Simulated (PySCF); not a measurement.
## Electronic structure of Tm⁺ (thulium, charge +1) at the UHF level

Configuration: [Xe] 4f12 6s1 6p1, one real determinant (an excited configuration). Computed with PySCF 2.14 in ANO-RCC-VTZP (8s7p5d3f2g1h, 104 functions), with scalar relativity by spin-free X2C-1e.

- Total energy: -13561.527077 hartree
- One-electron energy: -18576.7603 hartree
- Hartree (Coulomb) energy: 5300.0071 hartree
- Exchange energy: -284.7738 hartree
- ⟨S²⟩: 6.0018
- ⟨L²⟩: 26.285
- Sum of ⟨r⟩: 42.03 bohr
- Sum of ⟨r²⟩: 69.40 bohr²
- Traceless quadrupole moment −½Σ⟨3z² − r²⟩ along its main axis: -11.2 e·bohr²
- Langevin diamagnetic susceptibility: -55.0 ×10⁻⁶ cm³/mol

```json
{"shell": "1s α", "electrons": "1", "mean orbital energy (hartree)": "-2193.77612", "spread (hartree)": "0", "rms radius, mean of both spins (bohr)": "0.0227"}
{"shell": "1s β", "electrons": "1", "mean orbital energy (hartree)": "-2193.77360", "spread (hartree)": "0", "rms radius, mean of both spins (bohr)": "0.0227"}
{"shell": "2s α", "electrons": "1", "mean orbital energy (hartree)": "-375.47967", "spread (hartree)": "0", "rms radius, mean of both spins (bohr)": "0.0918"}
{"shell": "2s β", "electrons": "1", "mean orbital energy (hartree)": "-375.47483", "spread (hartree)": "0", "rms radius, mean of both spins (bohr)": "0.0918"}
{"shell": "2p α", "electrons": "3", "mean orbital energy (hartree)": "-332.18637", "spread (hartree)": "0.01162", "rms radius, mean of both spins (bohr)": "0.0829"}
{"shell": "2p β", "electrons": "3", "mean orbital energy (hartree)": "-332.18251", "spread (hartree)": "0.00925", "rms radius, mean of both spins (bohr)": "0.0829"}
{"shell": "3s α", "electrons": "1", "mean orbital energy (hartree)": "-87.01333", "spread (hartree)": "0", "rms radius, mean of both spins (bohr)": "0.235"}
{"shell": "3s β", "electrons": "1", "mean orbital energy (hartree)": "-86.94865", "spread (hartree)": "0", "rms radius, mean of both spins (bohr)": "0.235"}
{"shell": "3p α", "electrons": "3", "mean orbital energy (hartree)": "-73.59659", "spread (hartree)": "0.06280", "rms radius, mean of both spins (bohr)": "0.236"}
{"shell": "3p β", "electrons": "3", "mean orbital energy (hartree)": "-73.52478", "spread (hartree)": "0.02954", "rms radius, mean of both spins (bohr)": "0.236"}
{"shell": "3d α", "electrons": "5", "mean orbital energy (hartree)": "-56.60594", "spread (hartree)": "0.06030", "rms radius, mean of both spins (bohr)": "0.216"}
{"shell": "3d β", "electrons": "5", "mean orbital energy (hartree)": "-56.52941", "spread (hartree)": "0.03222", "rms radius, mean of both spins (bohr)": "0.216"}
{"shell": "4s α", "electrons": "1", "mean orbital energy (hartree)": "-18.76999", "spread (hartree)": "0", "rms radius, mean of both spins (bohr)": "0.529"}
{"shell": "4s β", "electrons": "1", "mean orbital energy (hartree)": "-18.61459", "spread (hartree)": "0", "rms radius, mean of both spins (bohr)": "0.529"}
{"shell": "4p α", "electrons": "3", "mean orbital energy (hartree)": "-14.25300", "spread (hartree)": "0.09782", "rms radius, mean of both spins (bohr)": "0.563"}
{"shell": "4p β", "electrons": "3", "mean orbital energy (hartree)": "-14.08526", "spread (hartree)": "0.01865", "rms radius, mean of both spins (bohr)": "0.563"}
{"shell": "4d α", "electrons": "5", "mean orbital energy (hartree)": "-8.07278", "spread (hartree)": "0.10843", "rms radius, mean of both spins (bohr)": "0.616"}
{"shell": "4d β", "electrons": "5", "mean orbital energy (hartree)": "-7.85925", "spread (hartree)": "0.10437", "rms radius, mean of both spins (bohr)": "0.616"}
{"shell": "5s α", "electrons": "1", "mean orbital energy (hartree)": "-2.97568", "spread (hartree)": "0", "rms radius, mean of both spins (bohr)": "1.31"}
{"shell": "5s β", "electrons": "1", "mean orbital energy (hartree)": "-2.91203", "spread (hartree)": "0", "rms radius, mean of both spins (bohr)": "1.31"}
{"shell": "5p α", "electrons": "3", "mean orbital energy (hartree)": "-1.77600", "spread (hartree)": "0.03567", "rms radius, mean of both spins (bohr)": "1.53"}
{"shell": "5p β", "electrons": "3", "mean orbital energy (hartree)": "-1.72994", "spread (hartree)": "0.00190", "rms radius, mean of both spins (bohr)": "1.53"}
{"shell": "4f α", "electrons": "7", "mean orbital energy (hartree)": "-1.23292", "spread (hartree)": "0.10887", "rms radius, mean of both spins (bohr)": "0.829"}
{"shell": "4f β", "electrons": "5", "mean orbital energy (hartree)": "-1.13579", "spread (hartree)": "0.09557", "rms radius, mean of both spins (bohr)": "0.829"}
{"shell": "6s α", "electrons": "1", "mean orbital energy (hartree)": "-0.54048", "spread (hartree)": "0", "rms radius, mean of both spins (bohr)": "3.69"}
{"shell": "6p α", "electrons": "1", "mean orbital energy (hartree)": "-0.36513", "spread (hartree)": "0", "rms radius, mean of both spins (bohr)": "4.78"}
```

⟨L²⟩ = 26.29 against 42 for a pure I term, so this real determinant mixes terms. Spin-orbit coupling, absent here, splits the open shell strongly.

Densities and radii are taken from the X2C orbitals without a picture-change correction, which distorts them close to the nucleus.

Spin-orbit constants ζ (cm⁻¹) from the X2C one-electron operator on these orbitals: bare nucleus, nucleus screened by l(l+1)(2l+1)/3 electrons, and screened by the Breit-Pauli mean field of the electrons.

```csv
shell,bare,screened nucleus,mean field
2p,5040000,4894000,n/a
3p,1075000,1044000,n/a
3d,167700,143400,n/a
4p,238600,231700,n/a
4d,31560,26980,n/a
4f,4954,2943,n/a
5p,30710,29820,n/a
6p,2396,2326,n/a
```

To first order the Landé constant is A = -516.3 cm⁻¹, so the lowest level has J = 8 and lies 0.768 eV below the centre of the term. This holds in LS coupling only.
